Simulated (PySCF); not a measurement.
Frontier levels across methods

C₃H₇NOSi.
Cartesian coordinates in Å at the PBE0-D3(BJ)/def2-SVP level; atoms count from 1:
```xyz
13
C3H7NOSi angstrom
C     -1.9453   -0.2569   -0.7505
C     -0.6162   -0.6212   -0.1375
O      0.1331    0.5606    0.0838
Si     1.6319    0.6152    0.7651
C      2.7878   -0.4305   -0.2637
N      3.4737   -1.0991   -0.9175
H     -1.7961    0.2601   -1.7097
H     -2.5076    0.4125   -0.0830
H     -2.5480   -1.1596   -0.9300
H     -0.0547   -1.2990   -0.8069
H     -0.7647   -1.1577    0.8187
H      1.6683    0.0395    2.1382
H      2.1133    2.0143    0.7211
```

Basis pcSseg-1 throughout (PySCF), one geometry. One conformer (not necessarily the lowest) at the PBE0-D3(BJ)/def2-SVP geometry, without solvent, vibrations or thermal averaging.

**Question.** How do the orbital energies, the gap and the dipole change with the method?

**Answer.** 
```
   method                    kind  HOMO (eV)  LUMO (eV)  gap (eV)  μ (D)  SCF cycles
     BLYP                     GGA      -7.10      -1.66      5.45   3.19          15
     OPBE                     GGA      -7.17      -1.67      5.50   3.15          15
      PBE                     GGA      -7.19      -1.83      5.36   3.19          16
    B97-D                     GGA      -7.25      -1.69      5.55   3.21          16
      LDA                     LDA      -7.30      -2.11      5.18   3.27          15
     BP86                     GGA      -7.32      -1.92      5.40   3.23          16
      KT2                     GGA      -7.32      -1.90      5.43   3.20          16
      KT3                     GGA      -7.35      -1.78      5.57   3.14          15
    B97-2           global hybrid      -8.50      -0.89      7.60   3.24          14
    B3LYP           global hybrid      -8.52      -1.07      7.45   3.24          14
     PBE0           global hybrid      -8.76      -0.88      7.87   3.24          14
 mPW1PW91           global hybrid      -8.80      -0.88      7.92   3.26          14
CAM-B3LYP  range-separated hybrid     -10.20       0.27     10.47   3.26          14
BHandHLYP           global hybrid     -10.26       0.18     10.44   3.30          13
  wB97X-D  range-separated hybrid     -10.69       0.93     11.62   3.28          14
  LC-wPBE  range-separated hybrid     -11.55       1.45     13.00   3.27          16
       HF            Hartree–Fock     -12.61       2.74     15.35   3.38          12
```

The HOMO spans 5.51 eV, from BLYP down to HF, and the gap runs from 5.18 eV (LDA) to 15.35 eV (HF). Over the methods BLYP (0 %), OPBE (0 %), PBE (0 %), B97-D (0 %), LDA (0 %), BP86 (0 %), KT2 (0 %), KT3 (0 %), B97-2 (21 %), B3LYP (20 %), PBE0 (25 %), mPW1PW91 (25 %), BHandHLYP (50 %), HF (100 %), a straight line through the gap against the share of exact exchange rises by 0.99 eV for each 10 % (correlation coefficient 0.999). The dipole ranges from 3.14 D (KT3) to 3.38 D (HF). This basis has no diffuse functions.
